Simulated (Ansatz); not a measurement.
`C=NB[SiH3]` + H₂Se → `C=NB[SeH]` + SiH₄  (cleavage of the B–Si bond)

Calculated with Ansatz (gas phase, PBE0-D4/def2-TZVP geometries, no zero-point term in ΔE). CCSD(T)/CBS is the MP2 limit (def2-TZVPP, def2-QZVPP) plus CCSD(T) − MP2 in def2-TZVPP, frozen cores. This one scheme is used for every species. Functionals use def2-TZVPP. HSE06 is defined as in plane-wave codes. For Se outer-core shells are correlated without core-valence functions, which leaves a few kJ/mol of doubt a bond. Scalar relativity is left out up to krypton. One conformer a species, not always the lowest.

`C=NB[SiH3]`:

```xyz
10

C     0.442   -1.015    1.917
N     0.610   -0.578    0.765
B     0.754   -0.091   -0.479
Si   -0.785    0.896   -1.332
H     0.046   -2.019    2.091
H     0.687   -0.411    2.794
H     1.799   -0.261   -1.042
H    -1.203    0.221   -2.594
H    -0.381    2.286   -1.686
H    -1.970    0.972   -0.433
```

H₂Se:

Cartesian coordinates in Å:
```
Se 0.491 -0.043 -0.475
H 0.178 0.912 0.594
H -0.668 -0.868 -0.118
```

`C=NB[SeH]`:

Cartesian coordinates in Å:
```
C 0.468 -1.303 1.156
N 0.208 -0.497 0.251
B -0.073 0.392 -0.732
Se -1.012 2.057 -0.292
H -0.229 -2.102 1.430
H 1.406 -1.251 1.719
H 0.247 0.162 -1.857
H -1.015 2.543 -1.675
```

SiH₄:

Cartesian coordinates in Å:
```
Si 0.000 0.000 0.000
H -0.610 1.180 -0.663
H 0.016 -1.145 -0.945
H -0.796 -0.360 1.200
H 1.390 0.325 0.407
```

Question: Is it downhill or uphill in electronic energy at CCSD(T)/CBS, and by how much? (Best estimate.)

Answer: Computed: Downhill: ΔE = -64.5 kJ/mol.

Question: What do these levels give: B97M-V, PBE0-D4, r2SCAN0-D4, HSE06-D4, B2PLYP, PBE-QIDH, PBE, PBE0, r2SCANh, CAM-B3LYP, HF/def2-TZVPP, CCSD/def2-TZVPP? (An estimate is asked.)

Answer: The calculation gave: B97M-V -55.6, PBE0-D4 -58.5, r2SCAN0-D4 -63.2, HSE06-D4 -58.4, B2PLYP -65.1, PBE-QIDH -66.7, PBE -52.8, PBE0 -58.3, r2SCANh -61.1, CAM-B3LYP -61.9, HF/def2-TZVPP -75.3, CCSD/def2-TZVPP -65.1 kJ/mol.

Largest T1 diagnostic among the species: 0.017.

From r2SCAN to r2SCAN0 (25 % exact exchange), in def2-TZVPP and without D4, ΔE moves by −3.8 kJ/mol. Leaving LDA and LC-ωPBE aside and taking each functional with its dispersion term where it has one, the values, not all of them listed here, spread over 14.0 kJ/mol, from BHLYP-D4 to PBE-D4.
